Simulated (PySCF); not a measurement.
From one molecule to another.

First species: C₇H₆N₂S.
Geometry (GFN2-xTB, Å), atoms numbered from 1 in this order:
```xyz
16
C7H6N2S angstrom
C      2.5127   -1.8614   -0.4418
N      1.4046   -1.5252    0.0551
C      0.9241   -0.2362    0.0259
C      1.6384    0.9371    0.0081
S      0.6699    2.3668    0.0986
C     -0.7722    1.4084    0.1265
C     -2.1717    1.5417    0.1792
C     -2.6652    0.2619    0.1828
N     -1.6392   -0.6377    0.1311
C     -0.4687    0.0486    0.1040
H      2.8224   -2.8898   -0.3291
H      3.1830   -1.1949   -0.9891
H      2.7053    1.0468    0.0157
H     -2.7390    2.4495    0.2075
H     -3.6852   -0.0671    0.2168
H     -1.7266   -1.6394    0.1420
```

Second species: C5H6N2OS.
Geometry (GFN2-xTB, Å), atoms numbered from 1 in this order:
```
atom  x, y, z in Å
C1    -2.298   -0.468    0.349
S2    -1.505    0.116   -1.220
O3    -1.832    1.533   -1.339
C4     0.171    0.068   -0.496
C5     0.820    1.244   -0.146
N6     2.035    1.238    0.373
C7     2.608    0.058    0.532
N8     2.089   -1.116    0.218
C9     0.872   -1.113   -0.300
H10   -2.043    0.209    1.157
H11   -3.371   -0.464    0.188
H12   -1.952   -1.473    0.558
H13    0.341    2.203   -0.292
H14    3.603    0.052    0.956
H15    0.457   -2.078   -0.560
```

Levels: PBE0/pcSseg-1 for dipole moment, HOMO energy, LUMO energy and HOMO–LUMO gap; GFN2-xTB for rotational constant A and rotational constant C. Geometries: GFN2-xTB. Each structure is a single optimised conformer of the isolated species, non-relativistic unless stated; the electronic structure was computed with PySCF and density fitting.

Dipoles, sizes and rotational constants follow the conformer. The torsions of the flexible species, by atom-mapped SMILES:
- `[CH2:1]=[N:2][c:3]1[cH:4][s:5][c:6]2[cH:7][cH:8][nH:9][c:10]12`: C1–N2–C3–C4 -29°
- `[CH3:1][S@@:2](=[O:3])[c:4]1[cH:5][n:6][cH:7][n:8][cH:9]1`: C1–S2–C4–C5 -105°

| property | column X | column Y |
| --- | --- | --- |
| dipole moment | 1.75 D | 3.22 D |
| HOMO energy | -5.82 eV | -7.24 eV |
| LUMO energy | -1.29 eV | -1.65 eV |
| HOMO–LUMO gap | 4.53 eV | 5.59 eV |
| rotational constant A | 1.915 GHz | 3.247 GHz |
| rotational constant C | 0.708 GHz | 0.845 GHz |

Question: Which column belongs to which species?

Answer: Column X is the first species and column Y the second. The first has 16 atoms and 78 electrons, the second 15 and 74.

Question: How does each property change from the first species to the second?

Answer: dipole moment +1.47 D; HOMO energy -1.42 eV; LUMO energy -0.36 eV; HOMO–LUMO gap +1.06 eV; rotational constant A +1.332 GHz; rotational constant C +0.137 GHz.

On the first: The dipole matches unit charges of opposite sign 0.36 Å apart (1 e·Å = 4.8032 D).

On the second: The dipole matches unit charges of opposite sign 0.67 Å apart (1 e·Å = 4.8032 D).
